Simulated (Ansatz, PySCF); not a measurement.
CCl4, charge -1, doublet, at the geometry of the source list (a state made from the parent by changing its charge; the spin is typed, not shown lowest) (in this run its highest filled SCF level lies above zero, so its values depend strongly on the basis, on diffuse functions most of all). Base run: MP2/6-31G** (PySCF).

The PySCF input:
```python
from pyscf import gto, scf, mp

mol = gto.Mole()
mol.atom = '''
    Cl    1.34770000   -1.14200000   -0.09100000
    C     0.00000000    0.00000000    0.00000000
    Cl    0.62720000    1.65390000   -0.00550000
    Cl   -1.06420000   -0.23160000   -1.39380000
    Cl   -0.91080000   -0.28030000    1.49020000
'''
mol.basis = '6-31g**'
mol.charge = -1
mol.spin = 1
mol.verbose = 4
mol.build()

mf = scf.UHF(mol)
mf.kernel()

pt = mp.MP2(mf)
pt.kernel()
print('E(MP2) = %.10f' % pt.e_tot)
```

The same geometry, method and basis name were run in Ansatz (an electronic-structure program) and PySCF, at each program's defaults and at the settings that a row names. The base is PySCF at its defaults. Differences at the defaults can come from grids, fitting, cores and function types together.

| code and settings | ΔE vs base (mEh) | basis functions | E (Eh) | SCF cycles |
|---|---|---|---|---|
| PySCF, defaults (exact integrals, spherical functions, all electrons correlated) | 0.000 | 86 | -1876.37884 | 11 |
| Ansatz, defaults (factorised integrals, Cartesian functions, frozen core) | 11.654 | 91 | -1876.36719 | - |
| PySCF, frozen core | 28.101 | 86 | -1876.35074 | 11 |
| Ansatz, high accuracy, frozen core, Cartesian functions as the basis file defines them | 11.625 | 91 | -1876.36722 | - |

Open shells are given as the SCF converged; they aren't shown to be the lowest states, and a large step between rows can be another state.
